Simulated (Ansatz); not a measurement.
[NbO4]3- (NbO₄³⁻). The state is a singlet with charge -3. Geometry PBE-D4/def2-SVPD.

```xyz
5

Nb   -0.001    0.000    0.000
O     0.128    1.779   -0.645
O     0.262   -0.012    1.878
O     1.328   -1.070   -0.829
O    -1.718   -0.697   -0.404
```

In the def2 sets Nb takes a core potential, while STO-3G treats all electrons; there is no spin–orbit coupling. A multiply charged anion in the gas phase is held together partly by the finite basis. Removing one electron lowers the energy by 5.93 eV at PBE0-D4/def2-TZVPD, so it isn't bound. At HF/STO-3G, LDA (SPW92)/def2-TZVPD, PBE-D4/def2-TZVPD, B97M-V/def2-TZVPD and others the highest occupied level of the charge -3 singlet lies above zero (up to 14.73 eV). By energy differences it is unbound by 5.93 eV (vertical, against the charge -2 doublet, at PBE0-D4/def2-TZVPD) and held by the finite basis.

Task: Estimate the orbital energies around the gap (eV) in Ansatz with HF/STO-3G, LDA (SPW92)/def2-TZVPD, PBE-D4/def2-TZVPD, B97M-V/def2-TZVPD, PBE0-D4/def2-TZVPD.

Result: 
```tsv
orbital	HF/STO-3G	LDA (SPW92)/def2-TZVPD	PBE-D4/def2-TZVPD	B97M-V/def2-TZVPD	PBE0-D4/def2-TZVPD
HOMO−13	-7.40	-6.12	-6.23	-8.40	-8.89
HOMO−12	-7.40	-6.12	-6.23	-8.40	-8.89
HOMO−11	11.57	6.24	6.47	6.08	5.14
HOMO−10	11.57	6.24	6.47	6.09	5.14
HOMO−9	11.57	6.24	6.47	6.09	5.14
HOMO−8	11.86	6.48	6.74	6.44	5.42
HOMO−7	11.86	6.48	6.74	6.44	5.42
HOMO−6	12.88	7.01	7.25	6.88	5.99
HOMO−5	13.34	7.80	8.03	7.66	6.81
HOMO−4	13.34	7.80	8.03	7.66	6.81
HOMO−3	13.34	7.80	8.03	7.66	6.81
HOMO−2	14.73	8.30	8.52	8.20	7.36
HOMO−1	14.73	8.30	8.52	8.20	7.36
HOMO	14.73	8.30	8.52	8.20	7.36
LUMO	30.02	9.55	9.63	9.45	10.11
LUMO+1	30.02	9.64	9.68	9.55	10.11
LUMO+2	30.83	9.64	9.68	9.55	10.11
LUMO+3	30.83	9.64	9.68	9.55	10.11
LUMO+4	30.84	11.81	11.92	11.81	12.45
LUMO+5	33.04	11.81	11.92	11.81	12.45
```
